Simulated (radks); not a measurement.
The numbers below are computed, except where a source is named.
Ta+, configuration [Xe] 4f14 5d3 6s1. Level of theory: scalar-relativistic Kohn-Sham, PBE, spin-polarised, spherical densities, finite nucleus; open shells are filled with parallel spins first (spin-orbit coupling, left out, can overturn this in heavy ions); Fermi nuclear charge, rms radius 5.3507 fm (a radial shooting solver on a logarithmic mesh with Libxc functionals).

Normalised radial functions P(r) = r R(r), r in bohr:

r         5s down   4f up
0.002694   0.1236  0.0000
0.003623   0.1461  0.0000
0.00491    0.1676  0.0000
0.006654   0.1827  0.0000
0.009018   0.1834  0.0001
0.01222    0.1592  0.0002
0.01656    0.0988  0.0005
0.02245   -0.0035  0.0014
0.03042   -0.1361  0.0041
0.04123   -0.2557  0.0114
0.05588   -0.2838  0.0301
0.07573   -0.1428  0.0741
0.1018     0.1431  0.1640
0.138      0.3966  0.3340
0.187      0.3106  0.5979
0.2535    -0.1738  0.9185
0.3435    -0.5954  1.1854
0.4655    -0.3678  1.2635
0.6309     0.4249  1.1108
0.8551     1.0579  0.8145
1.159      1.0503  0.5008
1.571      0.6126  0.2545
2.112      0.2247  0.1068
2.862      0.0466  0.0336
3.878      0.0048  0.0072
5.256      0.0002  0.0009
7.124      0.0000  0.0001
9.655      0.0000  0.0000

5s down: eigenvalue -79.275 eV, 4 radial nodes at r = 0.0222, 0.0888, 0.231, 0.542 bohr, <r> = 1.10 bohr, 90 % of the charge inside 1.58 bohr. 4f up: eigenvalue -31.763 eV, 0 radial nodes, <r> = 0.642 bohr, 90 % of the charge inside 1.08 bohr.
